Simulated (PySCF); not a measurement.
## Diatomic anions of Br with group 13

HF with triple-zeta basis sets in PySCF, for the lowest determinant that a PBE0 search found; no spin–orbit coupling. De refers to high-spin ground-configuration atoms (the charge goes to the atom of lower measured ionisation energy or higher electron affinity, which is not always the lowest computed limit). A positive dipole points towards Br; it is taken about the centre of mass and depends on that origin.

```csv
M,basis,reference,charged atom,state (unpaired electrons),Re (Å),ωe (cm⁻¹),De (eV),μ (D)
B,def2-TZVPPD,UHF,Br−,doublet (π ↑),2.260,258,n/a,4.67
Al,def2-TZVPPD,UHF,Br−,doublet (π ↑),2.570,218,n/a,4.44
Ga,def2-TZVPPD,UHF,Br−,doublet (π ↑),2.692,139,n/a,0.36
In,def2-TZVPPD,UHF,Br−,doublet (π ↑),2.851,125,n/a,-1.17
```

The shortest bond is that of BBr⁻ (2.260 Å), the longest that of InBr⁻ (2.851 Å).

Down a group the atoms grow and get heavier, so bonds lengthen and wavenumbers fall; this series shows no clear exception.

Spin–orbit coupling is left out, which matters for elements this heavy, above all for dissociation energies. Hartree–Fock leaves out correlation, which carries a large part of most bond energies and some tenths to 1 eV of ionisation energies. States were picked by a PBE0 search and need not be the measured ground states.
